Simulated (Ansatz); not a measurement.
Saddle point of CH$_{7}$FSn, singlet (SnH₃F ([F][SnH3]) + CH₄ → CH₆Sn ([CH3][SnH3]) + HF; bonds formed: Sn1–C7, F2–H6; bonds broken: Sn1–F2, H6–C7), PBE0-D4/def2-TZVP structure:

```
10
angstrom
Sn -0.9048 0.8236 -0.1028
F -0.9917 -1.2106 -1.0581
H -1.0478 1.4619 -1.6688
H -2.3093 0.3825 0.7413
H -0.0369 1.9608 0.8615
H 0.0254 -1.0026 -0.4369
C 1.0515 -0.5558 0.2993
H 0.9915 -0.4898 1.3854
H 1.7607 0.1770 -0.0846
H 1.4616 -1.5470 0.0640
```

Energies are electronic, without zero-point energy. Barriers and step energies count from the start structure reached by relaxing down the imaginary mode; all methods use the PBE0-D4 structures, on which another method's saddle can fall below an end. Computed with Ansatz 0.2.0 (basis: def2-TZVPP, with def2-QZVPP for the basis limit); correlated methods freeze the cores. Filled d shells of the heavier atoms are correlated. Core potentials replace the inner electrons of the atoms past krypton. The def2 sets are not built for correlating such inner shells, so the correlated values are less sure here. B3LYP uses VWN-RPA correlation. Extrapolation: Hartree–Fock as exp(−7.88 √X), correlation as X^−2.97.

| method | barrier (kcal/mol) | step energy (kcal/mol) |
| --- | --- | --- |
| SPW92 | ? | 11.71 |
| PBE-D4 | 41.35 | 15.69 |
| BLYP-D4 | 46.40 | 18.79 |
| r2SCAN-D4 | 44.55 | 18.16 |
| B97M-V | 49.36 | 20.68 |
| PBE0-D4 | 45.08 | 15.26 |
| B3LYP-D4 | 48.90 | 18.28 |
| r2SCAN0-D4 | 46.97 | 16.90 |
| BHLYP-D4 | 53.30 | 18.72 |
| CAM-B3LYP-D4 | ? | 18.92 |
| wB97X-V | ? | 18.32 |
| wB97M-V | 47.75 | 17.15 |
| B2PLYP | 50.20 | 18.02 |
| PBE-QIDH | 47.72 | 14.98 |
| RPA on PBE | 49.28 | 15.90 |
| HF | 66.43 | 22.61 |
| MP2 | 47.67 | 13.85 |
| CCSD | 51.97 | 15.54 |
| CCSD(T) | 49.15 | 14.85 |

Fill in the withheld barriers. (To be estimated.)

The calculation gives: wB97X-V 49.30; CAM-B3LYP-D4 49.70; SPW92 32.13 kcal/mol. Each is the energy of the saddle less that of the start structure, by the same method.

For comparison, the barrier by CCSD(T) at an estimated basis limit (MP2 extrapolated from triple and quadruple zeta, plus CCSD(T) − MP2 in triple zeta) is 48.07 kcal/mol.

The T1 diagnostic stays at or below 0.014.

Labels in which every atom is bracketed show which atoms are joined, not bond orders.

For scale, one of the runs: CCSD(T)/def2-TZVPP, 210 basis functions, launched by `ansatz run in.yaml --threads 4 --pin off --events-out ev --progress --plain --max-ram 9574MiB`. Time: 110 s of wall clock on 4 CPU threads of an Intel Xeon; the host was shared. Peak host memory: 3.3 GiB.
